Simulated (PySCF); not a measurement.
Does the answer move with the share of exact exchange?

Species: C4H8OSe.
SMILES with atom numbers: `[CH3:1][O:2][C@@H:3]1[CH2:4][CH2:5][Se:6]1` (hydrogens: H7, H8, H9 on C1; H10 on C3; H11, H12 on C4; H13, H14 on C5)

Torsions of this conformer, `[CH3:1][O:2][C@@H:3]1[CH2:4][CH2:5][Se:6]1`: C1–O2–C3–C4 176°.

PySCF, def2-SVPD basis, density fitting, gas phase, PBE0-D3(BJ)/def2-SVP geometry; singlet excitations by full TDDFT with frozen cores, triplets by Tamm–Dancoff TDDFT and ionisation energies by ΔSCF, from the lowest of the holes tried. One functional is left out:

```
functional  exact exchange (%)  HOMO energy (eV)  LUMO energy (eV)  lowest singlet excitation (eV)  lowest triplet excitation (eV)  mean polarisability (au)  vertical ionisation energy (eV)
       LDA                   0             -5.10             -1.65                            3.66                            3.29                      85.9                             8.32
       PBE                   0             -4.98             -1.46                            3.69                            3.27                      85.3                             8.11
      PBE0                  25             -6.13             -0.60                            3.91                            3.43                      81.6                             8.20
 BHandHLYP                  50             -7.15              0.23                            4.03                            3.55                      79.5                             8.16
```

**Question.** Predict the row of B3LYP (20 % exact exchange) by straight lines through the other rows, and check it.

**Answer.** 
| property | line | computed | computed − line | PBE0 (25 %), for comparison |
| --- | --- | --- | --- | --- |
| HOMO energy (eV) | -5.89 | -5.91 | -0.02 | -6.13 |
| LUMO energy (eV) | -0.83 | -0.84 | -0.01 | -0.60 |
| lowest singlet excitation (eV) | 3.83 | 3.82 | -0.01 | 3.91 |
| lowest triplet excitation (eV) | 3.39 | 3.39 | 0.00 | 3.43 |
| mean polarisability (au) | 82.9 | 82.7 | -0.2 | 81.6 |
| vertical ionisation energy (eV) | 8.20 | 8.26 | +0.06 | 8.20 |

**Question.** Which of these properties follows the share of exact exchange most closely, and which least?

**Answer.** Most closely the HOMO energy, least the vertical ionisation energy; the correlations over the tabulated rows are HOMO energy -0.999, lowest triplet excitation 0.996, LUMO energy 0.995, mean polarisability -0.985, lowest singlet excitation 0.985, vertical ionisation energy -0.282. The HOMO energy moves by -0.423 eV for every 10 %. Functionals with the same share still differ in their other parts: at 0 % LDA and PBE differ by 0.12 eV in it.
